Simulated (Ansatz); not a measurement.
A trace of molecular dynamics of BCl₂F (4 atoms, charge 0, multiplicity 1).

Level of theory: RKS B3LYP-D4/def2-SVP in Ansatz 0.2.0.

```json
{
 "ensemble": "NVT, Langevin thermostat",
 "set temperature": "300 K",
 "friction": "0.01 /fs",
 "seed": "957006"
}
```

| time (fs) | T (K) | potential energy less start (eV) |
| --- | --- | --- |
| 0 | 225 | 0.000 |
| 24 | 2718312 | 36.348 |
| 48 | 6929233 | 17.743 |
| 72 | 4286765 | 15.836 |
| 96 | 2683377 | 17.815 |
| 120 | 1657024 | 19.728 |
| 144 | 1044249 | 19.873 |
| 168 | 636932 | 19.905 |
| 192 | 399393 | 19.923 |
| 216 | 246397 | 19.934 |
| 240 | 153613 | 19.941 |
| 264 | 95251 | 19.946 |
| 288 | 59857 | 19.950 |
| 312 | 38575 | 19.953 |
| 336 | 23141 | 19.956 |
| 360 | 15008 | 19.958 |
| 384 | 8881 | 19.959 |
| 408 | 6558 | 19.960 |
| 432 | 4127 | 19.961 |
| 456 | 2660 | 19.961 |
| 480 | 1644 | 19.961 |

**Question.** Can this run be trusted? Judge the integration.

**Answer.** The temperature shot up to 8.8e+06 K, far beyond the bath's, so the integration failed: the time step of 12 fs is too long for the fastest motions that this run met, and the later frames carry no physical meaning.

The run took 9.6 min on 1 thread of Arm Neoverse V1, on a shared host, peak memory 0.14 GiB.
